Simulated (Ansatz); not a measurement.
SnH₃S (SMILES [SH][SnH2+]) (charge +1), singlet: a relaxation.

in.yaml

```yaml
crystal:
  periodic: [false, false, false]
  atoms:
    - {symbol: S, position_ang: [0.908191, -1.362043, 0.804765]}
    - {symbol: Sn, position_ang: [-0.034691, 0.301843, -0.354790]}
    - {symbol: H, position_ang: [-0.089494, -1.636656, 1.619946]}
    - {symbol: H, position_ang: [-0.917879, 0.459665, -2.005179]}
    - {symbol: H, position_ang: [0.053521, 2.116851, 0.136264]}
basis:
  gaussian: {orbitals: def2-mTZVP}
total_charge: 1
hamiltonian: {xc: lda}
relax: {f_tol: 0.002, max_steps: 5, max_displacement: 0.5}
```

Run by:

```bash
ansatz run in.yaml --threads 2 --pin off --events-out ev --progress --plain --max-ram 3481MiB
```

What Ansatz 0.2.0 printed:

```
Functional definition: SPW92
  name "SPW92"
  cite "Dirac, Proc. Camb. Phil. Soc. 26, 376 (1930) doi:10.1017/S0305004100016108"
  cite "Slater, Phys. Rev. 81, 385 (1951) doi:10.1103/PhysRev.81.385"
  cite "Perdew & Wang, Phys. Rev. B 45, 13244 (1992) doi:10.1103/PhysRevB.45.13244"
  exchange = slater_x
  correlation = pw_c
735 factors; their error is unknown
mean field evaluation 1: about -16654.7293 eV, gradient 4.0e1 eV
mean field evaluation 2: about -16612.7153 eV, gradient 9.4e1 eV
mean field evaluation 4: about -16659.2274 eV, gradient 7.0e0 eV
mean field evaluation 8: about -16659.3939 eV, gradient 2.0e-1 eV
mean field evaluation 16: about -16659.3752 eV, gradient 1.8e-4 eV
mean field -16659.37516873 eV, -612.2207453206 hartree, gradient 3.1e-5 eV, S^2 0.000000; 0 other end points of the search recorded, 0 dependent functions left out
the calculation of the forces begins
reference -16659.37520575 eV, -612.2207466813 hartree; 20, 20 occupied and 47, 47 virtual orbitals, 735 factors
relax step   1: F+E_penalty+E_count = -16659.37516873 eV  Δ(F+E_penalty+E_count) = +0.000e0 eV  max|allowed force component| = 3.497e0 eV/Å  Δτ_max = 0.0000 Å  (26 SCF iters, accepted)
these checks for a lower state are left out or cut short: starts, cluster_reference, orbital_swaps, neighbouring_geometries, increment
735 factors; their error is unknown
mean field -16659.73864186 eV, -612.2341027119 hartree, gradient 1.4e-5 eV, S^2 0.000000; 0 other end points of the search recorded, 0 dependent functions left out
the calculation of the forces begins
reference -16659.73867905 eV, -612.2341040788 hartree; 20, 20 occupied and 47, 47 virtual orbitals, 735 factors
relax step   2: F+E_penalty+E_count = -16659.73864186 eV  Δ(F+E_penalty+E_count) = -3.635e-1 eV  max|allowed force component| = 1.581e0 eV/Å  Δτ_max = 0.4774 Å  (32 SCF iters, accepted)
these checks for a lower state are left out or cut short: starts, cluster_reference, orbital_swaps, neighbouring_geometries, increment
735 factors; their error is unknown
mean field evaluation 32: about -16660.1071 eV, gradient 6.8e-4 eV
mean field -16660.10714464 eV, -612.2476449392 hartree, gradient 2.2e-5 eV, S^2 0.000000; 0 other end points of the search recorded, 0 dependent functions left out
the calculation of the forces begins
reference -16660.10718233 eV, -612.2476463245 hartree; 20, 20 occupied and 47, 47 virtual orbitals, 735 factors
relax step   3: F+E_penalty+E_count = -16660.10714464 eV  Δ(F+E_penalty+E_count) = -3.685e-1 eV  max|allowed force component| = 9.602e-1 eV/Å  Δτ_max = 0.2239 Å  (32 SCF iters, accepted)
these checks for a lower state are left out or cut short: starts, cluster_reference, orbital_swaps, neighbouring_geometries, increment
735 factors; their error is unknown
mean field -16660.56054913 eV, -612.2643072469 hartree, gradient 8.1e-6 eV, S^2 0.000000; 0 other end points of the search recorded, 0 dependent functions left out
the calculation of the forces begins
reference -16660.56058692 eV, -612.2643086358 hartree; 20, 20 occupied and 47, 47 virtual orbitals, 735 factors
relax step   4: F+E_penalty+E_count = -16660.56054913 eV  Δ(F+E_penalty+E_count) = -4.534e-1 eV  max|allowed force component| = 5.462e-1 eV/Å  Δτ_max = 0.5000 Å  (34 SCF iters, accepted)
these checks for a lower state are left out or cut short: starts, cluster_reference, orbital_swaps, neighbouring_geometries, increment
735 factors; their error is unknown
mean field -16660.54538220 eV, -612.2637498727 hartree, gradient 2.2e-5 eV, S^2 0.000000; 0 other end points of the search recorded, 0 dependent functions left out
the calculation of the forces begins
reference -16660.54541997 eV, -612.2637512607 hartree; 20, 20 occupied and 47, 47 virtual orbitals, 735 factors
relax step   5: F+E_penalty+E_count = -16660.54538220 eV  Δ(F+E_penalty+E_count) = +1.517e-2 eV  max|allowed force component| = 3.010e-1 eV/Å  Δτ_max = 0.2878 Å  (32 SCF iters, rejected (line search))
Error: geometry relaxation did not converge after 5 steps: max|allowed force component| = 5.46e-1 eV/Å (threshold 2.0e-3). Raise `relax.max_steps` over both its present limit and 5, loosen `relax.f_tol`, or start from a geometry closer to equilibrium. Where this run's directory can be resumed (`checkpoint.write`), a resume goes on for up to `relax.max_steps` more
```

The lines “mean field evaluation” count trial sets of orbitals through the whole run, from several starts and some on an approximate energy, so they need not fall steadily or lie above the final value.

Hardware: 2 CPU threads, shared host. Wall time about 4.6 s.


The run did not converge within its limit.